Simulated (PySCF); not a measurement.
**Ne⁺ (neon, charge +1) across methods**

[He] 2s2 2p5, 2P determinant. All numbers are calculated (PySCF 2.14, no relativity, point nucleus, in def2-TZVPPD). The B2PLYP total includes its PT2 part (frozen core); its orbital energies are those of the SCF part.

```tsv
method	E (hartree)	mean ε 2s β (eV)	mean ε 2p α (eV)	mean ε 2p β (eV)	Σ⟨r²⟩ (bohr²)	⟨S²⟩
PBE	-128.0634	-54.062	-33.215	-31.234	6.941	0.751
wB97M-V	-128.1562	-60.732	-38.811	-36.749	6.906	0.751
PBE0	-128.0771	-57.924	-36.372	-34.218	6.877	0.751
B2PLYP	-128.1280	-61.830	-39.632	-37.281	6.851	0.752
r2SCAN	-128.1385	-55.383	-34.190	-32.022	6.852	0.752
UHF	-127.81869	-68.251	-44.939	-42.101	6.773	0.753
LDA	-127.4101	-53.931	-33.362	-31.224	6.970	0.751
M06-L	-128.1733	-55.128	-34.042	-31.669	6.777	0.752
```

Task: Estimate the same row for r2SCANh.

Result: E (hartree) = -128.1365; mean ε 2s β (eV) = -56.746; mean ε 2p α (eV) = -35.342; mean ε 2p β (eV) = -33.125; Σ⟨r²⟩ (bohr²) = 6.840; ⟨S²⟩ = 0.752.
